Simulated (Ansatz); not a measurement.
```yaml
crystal:
  periodic: [false, false, false]
  atoms:
    - {symbol: N, position_ang: [-0.148319, 1.387771, 0.341362]}
    - {symbol: Si, position_ang: [0.352080, -0.137653, -0.209784]}
    - {symbol: S, position_ang: [-0.010207, -1.468388, 1.405769]}
    - {symbol: I, position_ang: [-0.799516, -1.013065, -2.210814]}
    - {symbol: H, position_ang: [-0.770582, 1.513956, 0.777454]}
    - {symbol: H, position_ang: [-1.070582, 1.513956, 0.727454]}
    - {symbol: H, position_ang: [1.767787, -0.020572, -0.617769]}
    - {symbol: H, position_ang: [-0.186687, -2.542194, 0.619689]}
basis:
  gaussian: {orbitals: def2-TZVPP}
magnetization: {spin_polarized: true, initial_magnetization: 2}
hamiltonian: {xc: {name: r2SCANh}, dispersion: d3bjatm}
output: {forces: true}
```

```sh
$ ansatz run in.yaml --threads 4 --pin off --events-out ev --progress --plain --max-ram 10444MiB
```

Shortened log:

```
Functional definition: r2SCANh
1330 factors; their error is unknown
mean field evaluation 1: about -28326.6850 eV, gradient 6.2e1 eV
mean field evaluation 2: about -28158.0765 eV, gradient 1.3e2 eV
mean field evaluation 4: about -28337.8416 eV, gradient 3.3e1 eV
mean field evaluation 8: about -28346.4793 eV, gradient 1.7e0 eV
mean field evaluation 16: about -28346.5309 eV, gradient 1.3e-1 eV
mean field evaluation 32: about -28346.6356 eV, gradient 1.0e-3 eV
mean field -28346.63556335 eV, -1041.7196429135 hartree, gradient 1.4e-5 eV, S^2 2.009825; 8 other end points of the search recorded, 0 dependent functions left out
reference -28346.63557667 eV, -1041.7196434029 hartree; 34, 32 occupied and 187, 189 virtual orbitals, 1330 factors
Total energy: -28346.71292628 eV, -1041.7224859486 hartree
Atom 0 at    -0.148319     1.387771     0.341362 Å, force    20.213047    -3.088549   -14.557548 eV/Å
Atom 1 at     0.352080    -0.137653    -0.209784 Å, force     1.071897     1.012193     0.669961 eV/Å
Atom 2 at    -0.010207    -1.468388     1.405769 Å, force    -0.073676    -0.063477     1.906781 eV/Å
Atom 3 at    -0.799516    -1.013065    -2.210814 Å, force    -1.378707    -0.839409    -1.919350 eV/Å
Atom 4 at    -0.770582     1.513956     0.777454 Å, force    92.232377     4.445829    34.790616 eV/Å
Atom 5 at    -1.070582     1.513956     0.727454 Å, force  -111.998593    -0.923046   -20.449569 eV/Å
Atom 6 at     1.767787    -0.020572    -0.617769 Å, force     0.124428     0.417327     0.297141 eV/Å
Atom 7 at    -0.186687    -2.542194     0.619689 Å, force    -0.190774    -0.960870    -0.738032 eV/Å
Dipole moment:    -0.260613     0.024283     0.340671 e Å
```

Problem. Something in this input is off. What?

Solution. One atom was put on top of another. The run converged. The result belongs to that input, not to the molecule as meant.
